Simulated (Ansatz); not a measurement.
Reaction (ligand exchange at the Si–O bond): `O[SiH2]B(O)F` + HBr → `OB(F)[SiH2]Br` + H₂O

Gas-phase electronic energies from Ansatz, PBE0-D4/def2-TZVP geometries. CBS: MP2 limit from def2 TZ/QZ plus the TZ coupled-cluster correction, frozen cores. This one scheme is used for every species. Functionals use def2-TZVPP. For Br outer-core shells are correlated without core-valence functions, which leaves a few kJ/mol of doubt a bond. Scalar relativity is left out up to krypton. Each species was taken in one conformer, which may not be the lowest.

```json
{"species": "`O[SiH2]B(O)F`", "r2SCANh-D4 energy (Eh)": "-567.14913"}
{"species": "HBr", "r2SCANh-D4 energy (Eh)": "-2574.74087"}
{"species": "`OB(F)[SiH2]Br`", "r2SCANh-D4 energy (Eh)": "-3065.47885"}
{"species": "H₂O", "r2SCANh-D4 energy (Eh)": "-76.41866"}
```

(1) Work out ΔE.

Largest T1 diagnostic among the species: 0.013.

## Answers

(1) ΔE = (-3065.47885) + (-76.41866) − (-567.14913) − (-2574.74087) = -0.00751 Eh = -4.7 kcal/mol. CCSD(T)/CBS gives -5.1 kcal/mol.

Leaving LDA and LC-ωPBE aside and taking each functional with its dispersion term where it has one, the values, not all of them listed here, spread over 4.4 kcal/mol, from revPBE-D4 to CAM-B3LYP-D4. At CCSD(T), def2-SVP lies +2.2 kcal/mol from the extrapolated value and def2-TZVPP +1.8 kcal/mol. In def2-TZVPP, CCSD(T) changes the Hartree–Fock value by −2.3 kcal/mol (the triples alone add −0.5 kcal/mol) and MP2 by −3.4 kcal/mol.
